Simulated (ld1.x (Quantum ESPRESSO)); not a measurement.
Cutoff test, Rb, ultrasoft

| Item | Value |
| --- | --- |
| Element | Rb |
| Generator | ld1.x (Quantum ESPRESSO) 7.5 |
| Type | ultrasoft |
| Functional | BLYP |
| Relativity | scalar-relativistic |
| Frozen core | [Ar] 3d10 4s2 |
| Valence charge | 7 |
| Reference configuration | 4p6 4d1 5s0 5p0 |
| Partial waves | 5s (bound, empty): rcut 4.30, rcutus 4.55 bohr; 5s channel at 3.05 Ry: rcut 4.30, rcutus 4.55 bohr; 4p (bound): rcut 2.70, rcutus 3.15 bohr; 5p (bound, empty): rcut 2.70, rcutus 3.15 bohr; 4d (bound): rcut 4.30, rcutus 4.80 bohr; 4d channel at 1.2 Ry: rcut 4.30, rcutus 4.80 bohr |
| Local potential | all-electron potential smoothed inside 3.80 bohr (lloc = -1) |
| Core correction | none |
| Augmentation charge | PSQ, inside the norm-conserving radii |

The pseudo-atom Hamiltonian at the reference potential is diagonalised in spherical Bessel functions j_l(qr) that vanish at 20 bohr, with q² up to the cutoff. All-electron valence levels (Ry): 5s -0.2103, 4p -1.2382, 5p -0.0869, 4d -0.0360.

How do the lowest levels (Ry) of each channel move with the cutoff, and are there ghosts?

```csv
cutoff (Ry),s #1,s #2,p #1,p #2,p #3,d #1,d #2,f #1,Σ f·Δε (mRy)
8,-0.2102,-0.0279,-1.2378,-0.0775,0.0287,-0.0346,0.0356,0.0504,2.7
10,-0.2102,-0.0279,-1.2381,-0.0814,0.0252,-0.0346,0.0356,0.0504,1.1
12,-0.2103,-0.0279,-1.2381,-0.0853,0.0219,-0.0346,0.0356,0.0504,0.8
15,-0.2103,-0.0279,-1.2382,-0.0864,0.0210,-0.0346,0.0356,0.0504,0.1
18,-0.2103,-0.0279,-1.2382,-0.0864,0.0210,-0.0346,0.0356,0.0504,0.1
400,-0.2103,-0.0279,-1.2382,-0.0865,0.0209,-0.0346,0.0356,0.0504,0.0
```

Result: no extra level below or beside the all-electron valence levels (s, p, d, f tested); 10 mRy is reached at 8 Ry and 1 mRy at 12 Ry.

Test run stopped at test 6 of 6 (negative rho), 4 before it not solved.
